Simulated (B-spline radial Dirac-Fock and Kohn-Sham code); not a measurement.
**Binding energies of Hf⁴³⁺ at several levels of theory**

System: Hf⁴³⁺, configuration [Ar] 3d10 4s1.

The density-functional columns are spherical, spin-unpolarised Dirac-Kohn-Sham results without Breit or QED terms: −ε is minus the orbital energy of the initial state and ΔSCF the difference of two total energies. The reference in the last column comes from ΔSCF Dirac-Fock with Breit, self-energy and vacuum polarisation, finite nucleus, configuration average. All numbers are from an atomic code on a B-spline grid, in eV; a selection of levels is shown. For the 1s level of heavy atoms much of the gap between ΔSCF and the reference is the Breit and QED part, -318.5 eV here; for other levels the error of the functional can be larger.

| level | LDA −ε | LDA ΔSCF | Dirac-Fock |
| --- | --- | --- | --- |
| 1s | 67233.9 | 67802.6 | 67494.1 |
| 2s | 13199.5 | 13329.4 | 13383.5 |
| 2p1/2 | 12715.8 | 12874.1 | 12854.2 |
| 2p3/2 | 11519.5 | 11660.9 | 11670.1 |
| 3p1/2 | 4285.9 | 4344.0 | 4367.4 |
| 3p3/2 | 4017.9 | 4072.6 | 4098.4 |
| 3d3/2 | 3666.9 | 3729.1 | 3726.6 |
| 3d5/2 | 3607.4 | 3668.4 | 3668.4 |
| 4s | 2200.5 | 2227.2 | 2219.1 |

For the outermost level NIST gives 2218.9 ± 1.1 eV (semi-empirical); the differences from it are LDA −ε -18.40, LDA ΔSCF +8.25, Dirac-Fock +0.18 eV.

Values without a named source are computed, but for edge energies of neutral atoms, which are taken from tables.
